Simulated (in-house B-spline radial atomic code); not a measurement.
# Ionising Cs⁴⁺ with different functionals

Computed with a B-spline radial code for spherical atoms: four-component Dirac-Coulomb Hamiltonian, Fermi nucleus of rms radius 4.8041 fm, spin-restricted, spherical fractional occupations for the functionals, and exact exchange of hybrids averaged over the configuration. The ionisation energy is the difference of two self-consistent energies, [Kr] 4d10 5s2 5p3 → [Kr] 4d10 5s2 5p2, without Breit or QED terms; ε is the level of the shell that loses the electron (mean over j). The electron is taken from both j subshells in proportion to 2j + 1, so the result is a j average, not the step between ground levels.

| method | rung | ΔSCF (eV) | -ε(5p) (eV) |
| --- | --- | --- | --- |
| BHandHLYP | global hybrid | 56.80 | 54.02 |
| B97-1 | global hybrid | 56.77 | 52.21 |
| wB97X | range-separated hybrid | ? | ? |
| LC-wPBE | range-separated hybrid | ? | ? |

Task: What does LC-wPBE give?

Result: ΔSCF 56.97 eV, and -ε(5p) = 55.58 eV.

Task: What does wB97X give?

Result: ΔSCF 56.74 eV, and -ε(5p) = 54.99 eV.

Task: Among the functionals, which spreads more, the ΔSCF values or the orbital energies?

Result: The orbital energies: ΔSCF values span about 0.23 eV and the orbital energies 3.37 eV; here energy differences depend much less on the functional than eigenvalues do.

Task: How do they compare with the NIST value?

Result: NIST lists 56 eV ± 1.9 (tabulated theory, ground level to ground level). Errors run from +0.74 to +0.97 eV; all lie within about twice that uncertainty, so the table can't rank the methods.
